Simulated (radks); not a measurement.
The numbers below are computed, except where a source is named.
Species: Ba28+. Configuration: [Ar] 3d10 (the NIST ground configuration). Level of theory: scalar-relativistic Kohn-Sham, r2SCAN, spin-polarised, spherical densities, finite nucleus; meta-GGA in the generalised Kohn-Sham scheme; Fermi nuclear charge, rms radius 4.8378 fm (a radial shooting solver on a logarithmic mesh with Libxc functionals).

Normalised radial functions P(r) = r R(r), r in bohr:

r              3p      3d
0.001005   0.0035  0.0000
0.001395   0.0062  0.0000
0.001936   0.0110  0.0001
0.002709   0.0198  0.0002
0.003761   0.0349  0.0004
0.005221   0.0614  0.0010
0.007306   0.1084  0.0025
0.01014    0.1853  0.0062
0.01408    0.3083  0.0149
0.0197     0.4972  0.0360
0.02735    0.7442  0.0825
0.03796    1.0145  0.1804
0.05312    1.1947  0.3763
0.07375    1.0679  0.7060
0.1024     0.4350  1.1804
0.1433    -0.6967  1.7090
0.1989    -1.7594  2.0133
0.2761    -2.0539  1.8387
0.3863    -1.4056  1.1840
0.5363    -0.5453  0.4863
0.7444    -0.1018  0.1061

3p: eigenvalue -1944.8 eV, 1 radial node at r = 0.118 bohr, <r> = 0.283 bohr, 90 % of the charge inside 0.422 bohr. 3d: eigenvalue -1664.1 eV, 0 radial nodes, <r> = 0.258 bohr, 90 % of the charge inside 0.401 bohr.
